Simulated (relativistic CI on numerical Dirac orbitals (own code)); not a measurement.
Calculated at this level of theory: Dirac-Coulomb-Breit CI, separate exchange-only KLI orbitals for each configuration, QED by a radiative potential, unscaled Slater integrals (own radial code, finite nucleus).

The strongest absorption lines from the ground level of an ion, among the configurations computed and to levels below about 426 eV (vacuum wavelength in Å, gf): 58.615 (0.22), 60.775 (0.28), 62.466 (5.2), 62.793 (3.4), 63.000 (1.9), 81.855 (1.7), 83.790 (1.1), 85.287 (0.6).

Problem. Which ion is it?
A. Ho XXXIV
B. Gd XXXI
C. Ho XXXII
D. Ho XXXVI

Solution. A. Ho XXXIV has 34 electrons and the ground level 4s2.4p4 3P_2; the strongest line goes to 4s2.4p3.4d 3D°_3. The pattern of lines fixes the number of electrons, and along that sequence the line energies rise steadily with the charge (about as its square where n changes within one kind of shell, about linearly where n is kept but much faster in heavy ions where fine structure, which grows about as Z⁴, sets the gap, and irregularly where shells cross), which fixes Z. Configurations outside the model, such as inner-shell arrays, can give stronger lines. At this charge energies of transitions that change n are usually good to better than 1 %, and those within a shell (Δn = 0) to a few per cent.

LS names give the leading component of a level, which can be under half, so a name can repeat, a term be missing and a line seem to break the LS rules.
